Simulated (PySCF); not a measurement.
The vertical singlet excitations below were computed for one of the candidates. Theory: PySCF 2.14.0, density-fitted response routines, TDDFT wB97X-D/def2-SVPD, vertical, gas phase, core orbitals frozen in the response. Geometries: GFN2-xTB, one conformer each.

| state | E (eV) | λ (nm) | f |
| --- | --- | --- | --- |
| S1 | 4.45 | 278.7 | 0.0050 |
| S2 | 5.35 | 231.8 | 0.0000 |
| S3 | 5.40 | 229.6 | 0.117 |
| S4 | 5.95 | 208.5 | 0.0001 |
| S5 | 6.65 | 186.5 | 0.102 |
| S6 | 6.96 | 178.1 | 0.0000 |
| S7 | 7.94 | 156.1 | 0.354 |
| S8 | 8.01 | 154.8 | 0.0019 |

Triplets computed (Tamm–Dancoff): 3.78, 4.11, 4.46 eV.

Question: Which candidate is it?
A. `C=N/C=C(\F)C#N`
B. `Fc1cnccn1`
C. `[H]/N=C\C[C@H]1CCC1=C`

Answer: B. Its S1 lies at 4.45 eV; the nearest of the others has S1 at 4.15 eV. S1 is HOMO→LUMO (99%). Löwdin shares by element: HOMO nitrogen 56%, carbon 19% or more (atoms not listed hold the other 25%); LUMO nitrogen 48%, carbon 29% or more (atoms not listed hold the other 22%). At the same level the other candidates give, for their lowest levels:
- `C=N/C=C(\F)C#N`: 4.15 eV (f 0.108); 5.54 eV (f 0.108); 5.93 eV (f 0.297); 6.29 eV (f 0.068); 7.08 eV (f 0.000); T1 2.98 eV; HOMO -9.07, LUMO -0.40 eV
- `[H]/N=C\C[C@H]1CCC1=C`: 5.24 eV (f 0.003); 6.84 eV (f 0.331); 7.24 eV (f 0.002); 7.26 eV (f 0.022); 7.49 eV (f 0.041); T1 4.38 eV; HOMO -9.01, LUMO 1.55 eV
